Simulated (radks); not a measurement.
The numbers below are computed, except where a source is named.
Task: The cobalt ion Co+, configuration [Ar] 3d8. Level of theory: scalar-relativistic Kohn-Sham, Wu-Cohen GGA, spin-polarised, spherical densities, point nucleus; open shells are filled with parallel spins first (a radial shooting solver on a logarithmic mesh with Libxc functionals). Some entries of the table are withheld. Estimate them.

orbital  occ.  eigenvalue (eV)  r(max) (bohr)
1s down     1        -7593.993        0.03679
1s up       1        -7593.991        0.03679
2s up       1        -901.2931         0.2132
2s down     1        -900.3319         0.2131
2p up       3        -772.6676         0.1719
2p down     3        -771.9341         0.1719
3s up       1        -106.2496         0.6698
3s down     1        -104.1967         0.6701
3p up       3         -69.7694         0.6800
3p down     3         -67.7647         0.6806
3d up       5              (1)         0.6760
4s up       0         -11.3008          2.242
3d down     3              (2)         0.6802
4s down     0         -10.6653          2.291
4p up       0              (3)          2.900
4p down     0              (4)          3.028

Result: 
(1) 3d up eigenvalue (eV): -13.0068
(2) 3d down eigenvalue (eV): -11.2368
(3) 4p up eigenvalue (eV): -6.3688
(4) 4p down eigenvalue (eV): -6.0093
